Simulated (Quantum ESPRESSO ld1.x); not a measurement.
Problem. Species: Os IV. Configuration: [Xe] 4f14 5d5. Method: Dirac Kohn-Sham, revPBE, spin-unpolarised, spherical densities, point nucleus; open shells fill j = l - 1/2 first; computed with ld1.x of Quantum ESPRESSO 7.5. Some entries of the table are withheld. Estimate them.

| orbital | occ. | eigenvalue (eV) | <1/r> (bohr^-1) |
|---|---|---|---|
| 1s1/2 | 2 | -73802.3 | 90.53 |
| 2s1/2 | 2 | (1) | 22.11 |
| 2p1/2 | 2 | (2) | 22.06 |
| 2p3/2 | 4 | (3) | 18.31 |
| 3s1/2 | 2 | -3017.76 | 8.116 |
| 3p1/2 | 2 | -2772.63 | 8.027 |
| 3p3/2 | 4 | -2438.67 | 7.056 |
| 3d3/2 | 4 | -2029.22 | 6.951 |
| 3d5/2 | 6 | -1956.89 | 6.724 |
| 4s1/2 | 2 | -660.762 | 3.419 |
| 4p1/2 | 2 | -557.971 | (4) |
| 4p3/2 | 4 | -479.547 | (5) |
| 4d3/2 | 4 | (6) | 2.760 |
| 4d5/2 | 6 | (7) | 2.680 |
| 5s1/2 | 2 | -121.447 | (8) |
| 5p1/2 | 2 | -89.7147 | 1.224 |
| 4f5/2 | 6 | -83.6181 | 2.258 |
| 4f7/2 | 8 | -80.8113 | 2.226 |
| 5p3/2 | 4 | -77.3682 | 1.106 |
| 5d3/2 | 4 | -35.3657 | 0.8160 |
| 5d5/2 | 1 | -34.0999 | 0.7911 |

Solution. 
(1) 2s1/2 eigenvalue (eV): -12868.8
(2) 2p1/2 eigenvalue (eV): -12319.5
(3) 2p3/2 eigenvalue (eV): -10788.1
(4) 4p1/2 <1/r> (bohr^-1): 3.308
(5) 4p3/2 <1/r> (bohr^-1): 2.970
(6) 4d3/2 eigenvalue (eV): -311.183
(7) 4d5/2 eigenvalue (eV): -296.658
(8) 5s1/2 <1/r> (bohr^-1): 1.350
